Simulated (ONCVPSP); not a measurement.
**Al: one change to an ONCV potential, before and after**

aluminium, optimised norm-conserving Vanderbilt (ONCV), made with ONCVPSP 4.0.1 (PBEsol, scalar-relativistic). Core [Ne], reference 3s2 3p1. Waves: 3s: rc 1.95 bohr, ncon 3, nbas 7, qcut 3.3 1/bohr, 1 projector; 3p: rc 1.85 bohr, ncon 4, nbas 8, qcut 4.9 1/bohr, 1 projector; d scattering state at 0.05 Ha: rc 2.00 bohr, ncon 5, nbas 9, qcut 5.3 1/bohr, 1 projector. Local part: polynomial inside 1.45 bohr (lpopt 3, dvloc0 3 Ha). Core correction: Teter function, fcfact 5.5, rcfact 1.45.

Change: s: rc 1.5.

Cutoffs: the cutoffs (Ha) at which the residual kinetic energy of the hardest occupied pseudo-wave falls to 1 and 0.1 mHa per electron; they do not see the model core or the augmentation charge, which bear on the density cutoff. Errors are all-electron minus pseudo energies relative to the spin-unpolarised reference configuration.

**Question.** Predict the effect on cutoff, ghosts and configuration errors.

**Answer.** The potential gets neither clearly harder nor softer (5.1 Ha and 19 Ha → 5.5 Ha and 19 Ha); the errors of the 4 common tests hardly move; neither file shows a bound ghost.

```tsv
quantity	base	changed
cutoff, loose	5.1 Ha	5.5 Ha
cutoff, tight	19 Ha	19 Ha
loose cutoff by channel	s 5.1 Ha, p 2.1 Ha	s 5.5 Ha, p 2.1 Ha
bound ghosts	none	none
GHOST(+) flags under 300 eV	none	none
error for 3s2 3p0, meV [ΔE 5.74 eV]	+4.4	+4.2
error for 3s1 3p0, meV [ΔE 24.91 eV]	-24	-26
error for 3s2 3p0.5, meV [ΔE 2.07 eV]	+0.9	+0.8
error for 3s1 3p1, meV [ΔE 11.53 eV]	-9.2	-10
p: phases at 1.88 bohr within 0.05 rad from the reference energy up to (Ha; the scan ends near 5)	1.7	1.7
d: phases at 2.03 bohr within 0.05 rad from the reference energy up to (Ha; the scan ends near 5)	2.7	2.7
rms error of d²Exc/dni dnj with the model core, mHa	1.83	1.77
```
